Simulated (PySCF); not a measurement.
BiSF: from structure and modes to constants

Level of theory: PBE0/[Bi def2-TZVP with ECP60, S def2-TZVP, F def2-TZVP], scalar-relativistic core potentials, density fitting, no spin–orbit coupling, PySCF.

The singlet minimum has Cs symmetry. Masses (u): Bi 208.98038, S 31.97207, F 18.99840.

```xyz
3
charge 0 multiplicity 1, angstrom
Bi    0.1636    0.2373    0.0000
S     0.0026   -2.0314    0.0000
F    -1.7764    0.8307    0.0000
```

Harmonic wavenumbers (cm⁻¹): 162.9 (a', ×1), 467.1 (a', ×1), 541.5 (a', ×1).

Question: Find the principal moments of inertia and the rotational constants. What kind of rotor is it?

Answer: About the centre of mass I = 61.315, 161.04, 222.35 u Å². With B = 16.8576/I this gives 0.2749, 0.1047, 0.07581 cm⁻¹. The molecule is an asymmetric top with κ = -0.71.

Question: What is the harmonic zero-point energy?

Answer: Half the sum of all 3 wavenumbers, 1172/2 = 586 cm⁻¹, which is 7.0 kJ/mol (1 cm⁻¹ = 0.0119627 kJ/mol).

Question: Find the vibrational entropy and heat capacity at 298.15 K.

Answer: With u = 1.43878 ω/T, each mode gives S = R[u/(eᵘ−1) − ln(1−e⁻ᵘ)] and C = R u² eᵘ/(eᵘ−1)².
```
ω (cm⁻¹)      u  S (J/(mol K))  C (J/(mol K))
   162.9  0.786          10.53           7.90
   467.1  2.254           3.12           5.54
   541.5  2.613           2.35           4.85
```
The sums over all modes are S = 16.0 and C = 18.3 J/(mol K); the softest mode gives 66 % of the entropy.

Question: Give the standard entropy (298.15 K, 1 bar) by its translational, rotational, vibrational and spin parts, and Cp.

Answer: Sackur–Tetrode with M = 259.95 u gives 178.2; rotation with symmetry number 1 gives 109.2; vibration 16.0; spin R ln 1 = 0.0. The total is 303.4 J/(mol K), and Cp = 4 R + 18.3 = 51.5 J/(mol K).

This need not be the most stable arrangement of these atoms. Spin–orbit coupling, left out here, can matter for elements this heavy.
